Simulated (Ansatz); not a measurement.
Cost and result for the atomization energy of C₂H₃BFNO (`FCB1N=CO1`) (9 atoms, 9 bonds).

Cartesian coordinates in Å:
```
F 1.5307 -1.7785 -0.1879
C 0.1968 -1.4294 -0.1476
B -0.0401 0.0970 0.0113
N -1.2678 0.9475 0.1027
C -0.3497 1.8249 0.1887
O 0.8870 1.1725 0.1187
H -0.2949 -1.7819 -1.0648
H -0.2896 -1.9629 0.6807
H -0.3724 2.9109 0.2983
```

Charge 0, multiplicity 1. The geometry is a stationary point of PBE0-D4/def2-TZVP. It is one conformer, not always the lowest. Program: Ansatz. All runs use 4 threads of an Arm Neoverse V1 on a shared host. Times are those of one run each, without the atoms' runs, and a repeat can differ threefold. Electronic energies, without spin–orbit coupling; frozen cores. CCSD(T)/CBS adds CCSD(T) − MP2 in def2-TZVPP to the MP2 limit, and its time is that of the two runs behind it. T1 = 0.014. B3LYP takes the VWN-RPA correlation (the form of Gaussian; ORCA's B3LYP/G).

CCSD(T)/CBS is a level of theory with its own doubt, some kJ/mol a heavy atom from the limit and from the frozen cores, so smaller differences don't rank the functionals.

```
                             level  functions  wall time
                PBE0-D4/def2-TZVPP        228        2 s
   PBE-D4/def2-TZVPP (with forces)        228      2.4 s
 B3LYP-D4/def2-TZVPP (with forces)        228        3 s
r2SCAN-D4/def2-TZVPP (with forces)        228      3.7 s
                 B2PLYP/def2-TZVPP        228        4 s
                ωB97X-V/def2-TZVPP        228      5.5 s
  ωB97M-V/def2-TZVPP (with forces)        228        8 s
                    MP2/def2-QZVPP        432       15 s
                CCSD(T)/def2-TZVPP        228      120 s
                 CCSD(T)/CBS(def2)          –    2.2 min
```

(1) What atomization energy does each give, and how far from CCSD(T)/CBS? (An estimate is asked.)

## Answers

(1) The calculation gave: 
```json
{"level": "PBE0-D4/def2-TZVPP", "atomization (kcal/mol)": "928.4", "difference from CCSD(T)/CBS": "15.0", "per bond": "1.7"}
{"level": "PBE-D4/def2-TZVPP (with forces)", "atomization (kcal/mol)": "960.7", "difference from CCSD(T)/CBS": "47.3", "per bond": "5.3"}
{"level": "B3LYP-D4/def2-TZVPP (with forces)", "atomization (kcal/mol)": "918.4", "difference from CCSD(T)/CBS": "5.0", "per bond": "0.6"}
{"level": "r2SCAN-D4/def2-TZVPP (with forces)", "atomization (kcal/mol)": "923.5", "difference from CCSD(T)/CBS": "10.1", "per bond": "1.1"}
{"level": "B2PLYP/def2-TZVPP", "atomization (kcal/mol)": "910.7", "difference from CCSD(T)/CBS": "-2.7", "per bond": "-0.3"}
{"level": "ωB97X-V/def2-TZVPP", "atomization (kcal/mol)": "922.3", "difference from CCSD(T)/CBS": "8.9", "per bond": "1.0"}
{"level": "ωB97M-V/def2-TZVPP (with forces)", "atomization (kcal/mol)": "924.5", "difference from CCSD(T)/CBS": "11.1", "per bond": "1.2"}
{"level": "MP2/def2-QZVPP", "atomization (kcal/mol)": "937.1", "difference from CCSD(T)/CBS": "23.7", "per bond": "2.6"}
{"level": "CCSD(T)/def2-TZVPP", "atomization (kcal/mol)": "886.4", "difference from CCSD(T)/CBS": "-27.0", "per bond": "-3.0"}
{"level": "CCSD(T)/CBS(def2)", "atomization (kcal/mol)": "913.4", "difference from CCSD(T)/CBS": "0.0", "per bond": "0.0"}
```

In def2-TZVPP, CCSD(T) changes the Hartree–Fock value by +258.2 kcal/mol (the triples alone add +20.2 kcal/mol) and MP2 by +292.9 kcal/mol; breaking electron pairs costs correlation energy, which Hartree–Fock lacks. The D4 term adds +5.9 kcal/mol with B3LYP and +3.1 kcal/mol with PBE0; it sums over pairs of atoms, weighted by their polarisabilities, and B3LYP, whose exchange is more repulsive, gets the larger term. From PBE to PBE0 (25 % exact exchange), in def2-TZVPP and without D4, the atomization energy moves by −31.7 kcal/mol: exact exchange takes away binding that semilocal exchange gives to molecules.
